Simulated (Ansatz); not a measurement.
**Ligand exchange: CH3Cl + CH8OSi2 → SiH3Cl + C2H8OSi**

Gas-phase species: CH3Cl (chloromethane) `CCl`, singlet; CH8OSi2 `C[SiH2]O[SiH3]`, singlet; SiH3Cl (chlorosilane) `[SiH3]Cl`, singlet; C2H8OSi `CO[SiH2]C`, singlet. The partners trade CH3 for SiH3: Cl–CH3 and O–SiH3 bonds give way to Cl–SiH3 and O–CH3.

Shapes, held fixed at every level: PBE0-D4/def2-TZVP. Flexible molecules stand in one conformer, not always the lowest. Programs: Ansatz 0.2.0. The zero-point and thermal change to 298 K, harmonic and unscaled (PBE0-D4/def2-TZVP), is +0.8 kJ/mol.

| level | kind | ΔH(298 K) (kJ/mol) | less CCSD(T)/CBS estimate |
| --- | --- | --- | --- |
| PBE-D4/def2-TZVPP | GGA | +33.8 | -11.0 |
| PBE0-D4/def2-TZVPP | global hybrid | +36.7 | -8.1 |
| r2SCAN0-D4/def2-TZVPP | global hybrid | +41.3 | -3.5 |
| wB97M-V/def2-TZVPP | range-separated hybrid | +40.3 | -4.5 |
| wB97X-V/def2-TZVPP | range-separated hybrid | +39.3 | -5.5 |
| CCSD/def2-SVP | coupled cluster or CI | +26.9 | -17.9 |
| CCSD(T)/def2-TZVPP | coupled cluster or CI | +43.5 | -1.3 |
| CCSD(T)/CBS estimate | coupled cluster or CI | +44.8 | 0.0 |

The highest level, CCSD(T)/CBS estimate, gives ΔH(298 K) = +44.8 kJ/mol; the levels span +26.9 to +44.8. The column of differences is taken from that level and isn't an error. No measured value is set beside it here. The CBS estimate extrapolates MP2 from def2-TZVPP and def2-QZVPP and adds CCSD(T) − MP2 in the triple-zeta set, cores frozen.
